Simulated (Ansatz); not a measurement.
```xyz
9

O    -0.084   -1.033   -1.224
Si   -0.036    0.085   -0.040
O    -1.499    0.043    0.678
O     0.193    1.627   -0.531
S     1.622   -0.391    1.200
H    -0.944   -1.188   -1.621
H    -1.696    0.727    1.320
H     1.043    1.843   -0.917
H     1.400   -1.714    1.135
```

The species carries charge 0 and has multiplicity 1.

Question: List the ωB97M-V/def2-TZVPP orbital energies in eV (Ansatz 0.2.0). (Estimate.)

Answer: Computed: Occupied: -2426.61, -1808.49, -526.34, -526.29, -526.29, -220.62, -163.73, -163.65, -163.56, -149.31, -103.45, -103.44, -103.43, -31.72, -30.91, -30.80, -23.15, -18.95, -17.50, -17.36, -14.88, -14.01, -13.29, -13.12, -12.99, -12.41, -11.87, -11.26, -9.81. Lowest empty: 1.87, 2.59, 2.94, 3.16, 4.09, 4.63, 4.84, 5.56.
